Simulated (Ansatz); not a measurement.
Consider the redistribution: `COB(N)O[SiH3]` + `[NH2][Zn][OH]` → `COB(N)O` + `[NH2][Zn][O][SiH3]`.

Program: Ansatz. Geometries: PBE0-D4/def2-TZVP. ΔE: electronic, gas phase. CCSD(T)/CBS adds triple-zeta CCSD(T) − MP2 to the extrapolated MP2 energy (def2 sets, frozen cores). Functionals use def2-TZVPP. For Zn outer-core shells are correlated without core-valence functions, which leaves a few kJ/mol of doubt a bond. Scalar relativity is left out up to krypton. Each species was taken in one conformer, which may not be the lowest.

```tsv
species	PBE energy (Eh)
`COB(N)O[SiH3]`	-562.27362
`[NH2][Zn][OH]`	-1910.85278
`COB(N)O`	-271.69868
`[NH2][Zn][O][SiH3]`	-2201.43462
```

Work out ΔE.

ΔE = (-271.69868) + (-2201.43462) − (-562.27362) − (-1910.85278) = -0.00690 Eh = -4.3 kcal/mol. CCSD(T)/CBS gives -4.8 kcal/mol.

Largest T1 diagnostic among the species: 0.017.

In def2-TZVPP, CCSD(T) changes the Hartree–Fock value by +1.6 kcal/mol (the triples alone add +0.2 kcal/mol) and MP2 by +1.7 kcal/mol. The D4 term adds +0.8 kcal/mol with B3LYP and +0.5 kcal/mol with PBE0; it sums over pairs of atoms, weighted by their polarisabilities, and B3LYP, whose exchange is more repulsive, gets the larger term.

B3LYP here is the variant with VWN-RPA as its local correlation; programs differ in this.
